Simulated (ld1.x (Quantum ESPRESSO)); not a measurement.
**What one change does to a pseudopotential (Bi, PAW)**

ld1.x (Quantum ESPRESSO) 7.5 input, shortened:

```
&input
   title='Bi', zed=83., rel=0, dft='PBE', iswitch=3,
   config='[Xe] 4f14 5d10 6s2 6p1'
 /
 &inputp
   pseudotype=3, lpaw=.true., tm=.true., lloc=-1, rcloc=1.70,
   nlcc=.true., rcore=1.30,
   which_augfun='PSQ', rmatch_augfun_nc=.true.
 /
4
6S  1  0   2.00   0.00  2.00  2.15  0.0
6S  1  0   0.00   1.20  2.00  2.15  0.0
6P  2  1   1.00   0.00  2.05  2.60  0.0
6P  2  1   0.00  -0.45  2.05  2.60  0.0
 &test
   configts(1)='6s2 6p1'
 /
```

All-electron outer shells of the reference configuration (PBE, non-relativistic, ld1.x):

```tsv
shell	level (eV)	outermost node (bohr)	outermost maximum (bohr)
6s	-26.73	1.10	2.05
6p	-19.01	1.18	2.35
```

Change: type TM; waves now 6p (bound): rc 2.60 bohr; 6s (bound): rc 2.15 bohr; local potential the s channel.

Cutoffs: the cutoffs (Ry, on a coarse ladder) from which the occupation-weighted sum of valence levels, in a spherical-Bessel basis at the reference potential, stays within 10 and 1 mRy of its value at 400 Ry; they do not see the model core or the augmentation charge, which bear on the density cutoff. Errors are all-electron minus pseudo energies relative to the spin-unpolarised reference configuration.

How do hardness, ghosts and transferability respond?

The potential gets harder (8 Ry and 18 Ry → 21 Ry and 30 Ry); the bound ghost in d, s disappears; of the 7 tests that both files solve, the error grows in 2 and shrinks in 5 by more than 15 % and 0.3 meV (median size 33.7 → 20.7 meV); the range in which the s phases agree narrows (upper end at the end of the scan → 0.9); the range in which the p phases agree narrows (upper end 2.9 → 1.8). Several settings change at once here, so the effects cannot be laid on one of them.

| quantity | base | changed |
| --- | --- | --- |
| cutoff, loose | 8 Ry | 21 Ry |
| cutoff, tight | 18 Ry | 30 Ry |
| loose cutoff by channel (10 mRy a level) | s 8 Ry, p 6 Ry | p 10 Ry, s 18 Ry |
| bound ghosts | s, d | none |
| error for 6s2 6p3, meV [ΔE -23.22 eV] | -46 | -27 |
| error for 6s2 6p2, meV [ΔE -15.19 eV] | -19 | -12 |
| error for 6s2 6p0, meV [ΔE 23.04 eV] | -43 | -30 |
| error for 6s1 6p3, meV [ΔE -7.98 eV] | -4.2 | -6.2 |
| error for 6s0 6p5, meV [ΔE -9.69 eV] | -8.1 | -19 |
| error for 6s2 6p2.5, meV [ΔE -20.05 eV] | -34 | -21 |
| error for 6s1 6p0, meV [ΔE 63.38 eV] | -317 | -230 |
| s: phases at 2.86 bohr within 0.05 rad from the reference energy up to (Ry; the scan ends near 5) | to the end of the scan | 0.9 |
| p: phases at 2.86 bohr within 0.05 rad from the reference energy up to (Ry; the scan ends near 5) | 2.9 | 1.8 |

 A true bound ghost makes a file unfit for plane-wave use even where its test errors are small: the radial tests pick states by their node count and pass the ghost by.
